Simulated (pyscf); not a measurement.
Hydrogen shift: H₃C–CH•–SiH₃ → H₃C–CH₂–SiH₂•

Gas phase, doublet surface, charge 0. Bonds broken: Si2–H3. Bonds formed: C1–H3. Optimised with ωB97X-D3(BJ)/def2-SVP in PySCF.

Transition state (Å):

```xyz
10

C     -0.2359     0.1668    -0.4135
Si     1.2075     1.2652    -0.0743
H      0.2517     1.3273    -1.3415
H     -0.0728    -0.7240    -1.0330
H      2.5495     0.6214    -0.1298
H      1.0187     2.1919     1.0767
C     -1.6292     0.4369     0.0860
H     -2.4043     0.2133    -0.6654
H     -1.8473    -0.1812     0.9772
H     -1.7542     1.4881     0.3960
```

One imaginary mode, 1843i cm⁻¹; descent along it reached the two sides named.

```json
[
 {"bond": "Si2–H3", "change": "breaks", "reactant side (Å)": "1.498", "saddle": "1.589", "product side": "2.490"},
 {"bond": "C1–H3", "change": "forms", "reactant side (Å)": "2.8", "saddle": "1.564", "product side": "1.123"}
]
```

Electronic energies relative to the reactant's lowest minimum found (kJ/mol):

```tsv
level	barrier	reaction energy	reverse barrier
ωB97X-D3(BJ)/def2-TZVP	174.5	-24.4	198.8
PBE/def2-TZVP	140.2	-34.6	174.8
r²SCAN/def2-TZVP	156.1	-23.9	179.9
B3LYP-D3(BJ)/def2-TZVP	164.9	-24.3	189.3
PBE0-D3(BJ)/def2-TZVP	157.2	-32.5	189.7
M06-2X/def2-TZVP	170.8	-37.3	208.0
ωB97M-D3(BJ)/def2-TZVP	171.2	-25.0	196.2
HF/def2-TZVP	226.3	-2.7	229.1
```

With ωB97M-D3(BJ)/def2-TZVP energies and thermal terms (ideal gas, 1 atm, RRHO with modes under 100 cm⁻¹ raised to 100, one conformer, R ln 2 for chiral ones without a mode under 150 cm⁻¹), in kJ/mol:

| T (K) | ΔH‡ | ΔG‡ | ΔH | ΔG |
|---|---|---|---|---|
| 298 | 164.5 | 167.2 | -14.6 | -11.3 |
| 600 | 163.2 | 170.3 | -16.1 | -7.4 |
| 900 | 161.4 | 174.3 | -17.5 | -2.7 |
| 1200 | 159.4 | 178.9 | -18.6 | +2.4 |

H₃C–CH•–SiH₃ lies 73.8 kJ/mol over its isomer H₃C–SiH•–CH₃ (electronic energy, ωB97M-D3(BJ)/def2-TZVP). H₃C–CH₂–SiH₂• lies 48.9 kJ/mol over its isomer H₃C–SiH•–CH₃ (electronic energy, ωB97M-D3(BJ)/def2-TZVP). One saddle was located; it need not be the lowest between these sides.
